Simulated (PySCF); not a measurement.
Computed with PySCF, PBE0, basis Ta def2-TZVP with ECP60, O def2-TZVP, Cl def2-TZVP (scalar-relativistic core potentials, no spin–orbit coupling, density fitting). Open shells, if any, are unrestricted.

Q: What shape and geometry does isolated doublet TaOCl₂ take (every ligand bound to Ta)?

A: Formally Ta is in oxidation state +4, d1, with 1 unpaired electron. The Mulliken spin on Ta is 1.13. The polar-tensor charge on Ta, 1.77, is far below the formal one. The lowest minimum found is a doublet of C2v symmetry with Ta–Cl 2.296 Å (×2), Ta–O 1.703 Å; Cl–Ta–Cl 132.2°, Cl–Ta–O 113.9° (×2). Its harmonic wavenumbers are 50 (b1), 99 (a1), 216 (b2), 388 (a1), 419 (b2), 1028 (a1) cm⁻¹ and its dipole moment is 1.78 D.

Other isomers or separated fragments may lie lower. Open d and f shells are described by one determinant, and the ground state may have another occupation or spin. With an element this heavy the missing spin–orbit coupling can shift these numbers.
